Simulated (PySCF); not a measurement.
## Shapes and spin states of ReO(OH)₂

Method: PBE/[Re def2-SVP with ECP60, O def2-SVP, H def2-SVP], scalar-relativistic core potentials, density fitting, no spin–orbit coupling, PySCF.

Relaxations began from a few typed shapes and spin states; open shells are unrestricted. The search is not exhaustive: other isomers or separated fragments can lie lower, and high-lying points may rest on an excited occupation.

Question: Order these stationary points by electronic energy, lowest first, in kJ/mol from the lowest minimum.
A. doublet C2: O–H 0.980 Å (×2), Re–O 1.687 Å, Re–O 1.879 Å (×2); H–O–Re 120.5° (×2), O–Re–O 119.8°, O–Re–O 120.1° (×2)
B. doublet Cs: O–H 0.979 Å (×2), Re–O 1.687 Å, Re–O 1.879 Å (×2); H–O–Re 121.0° (×2), O–Re–O 118.0°, O–Re–O 120.8° (×2)
C. quartet C1: O–H 0.977 Å, O–H 0.984 Å, Re–O 1.716 Å, Re–O 1.922 Å, Re–O 1.943 Å; H–O–Re 112.3°, H–O–Re 116.9°, O–Re–O 84.2°, O–Re–O 125.2°, O–Re–O 130.4°
D. quartet C2: O–H 0.979 Å (×2), Re–O 1.741 Å, Re–O 1.908 Å (×2); H–O–Re 120.7° (×2), O–Re–O 115.4° (×2), O–Re–O 129.1°
E. quartet Cs: O–H 0.974 Å (×2), Re–O 1.735 Å, Re–O 1.917 Å, Re–O 1.924 Å; H–O–Re 123.4° (×2), O–Re–O 112.2°, O–Re–O 116.6°, O–Re–O 131.1°

Answer: B (0.0), A (2.5), D (78.3), C (106.5), E (108.6).

Question: Which of them are minima?

Answer: By energy in kJ/mol, 0.0: minimum; 2.5: minimum; 78.3: minimum; 106.5: minimum; 108.6: saddle point, 2 imaginary modes.

For the lowest minimum: with open d or f shells other occupations or spin states may lie lower. With an element this heavy the missing spin–orbit coupling can shift these numbers.
